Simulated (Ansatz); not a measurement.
`[F][Hf]([F])([F])[I]` + HCl → `[F][Hf]([F])([Cl])[I]` + H–F at 298.15 K and 1 bar (ligand exchange at the Hf–F bond).

Gas-phase electronic energies from Ansatz, PBE0-D4/def2-TZVP geometries. CCSD(T)/CBS adds triple-zeta CCSD(T) − MP2 to the extrapolated MP2 energy (def2 sets, frozen cores). This one scheme is used for every species. def2 core potentials past Kr. For Hf, I outer-core shells are correlated without core-valence functions, which leaves a few kJ/mol of doubt a bond.

```json
{"species": "`[F][Hf]([F])([F])[I]`", "CCSD(T)/CBS energy (Eh)": "-645.03670", "H − E (kJ/mol)": "38.4", "S (J/(mol·K))": "371.7"}
{"species": "HCl", "CCSD(T)/CBS energy (Eh)": "-460.38127", "H − E (kJ/mol)": "26.6", "S (J/(mol·K))": "186.8"}
{"species": "`[F][Hf]([F])([Cl])[I]`", "CCSD(T)/CBS energy (Eh)": "-1005.01720", "H − E (kJ/mol)": "37.2", "S (J/(mol·K))": "392.5"}
{"species": "H–F", "CCSD(T)/CBS energy (Eh)": "-100.39570", "H − E (kJ/mol)": "33.5", "S (J/(mol·K))": "173.6"}
```

H − E and S are ideal-gas, rigid-rotor, harmonic terms from PBE0-D4/def2-TZVP. 1 Eh = 2625.50 kJ/mol, R = 8.31446 J/(mol·K).

Q: By hand: ΔE, ΔH, ΔS and ΔG.

A: ΔE = (-1005.01720) + (-100.39570) − (-645.03670) − (-460.38127) = 0.00507 Eh = 13.3 kJ/mol. Δ(H − E) = 37.2 + 33.5 − 38.4 − 26.6 = 5.7, so ΔH = 19.0 kJ/mol. ΔS = 392.5 + 173.6 − 371.7 − 186.8 = 7.6 J/(mol·K). ΔG = 19.0 − 298.15 × (7.6)/1000 = 16.7 kJ/mol.

Q: By hand: the equilibrium constant, and the temperature at which ΔG would vanish if ΔH and ΔS stayed fixed.

A: log₁₀ K = −ΔG/(RT ln 10) = -2.9. ΔG = 0 at ΔH/ΔS = 2500 K, though so small a ΔS makes that figure unsure.

The number of gas molecules stays the same, so ΔS is small and ΔH decides. A doubt of 5 kJ/mol in ΔE shifts log₁₀ K by 0.9 here. These are equilibria of isolated gas molecules and say nothing of rates. Largest T1 diagnostic: 0.015 (customary marks: 0.02 for closed shells, 0.045 for open ones).
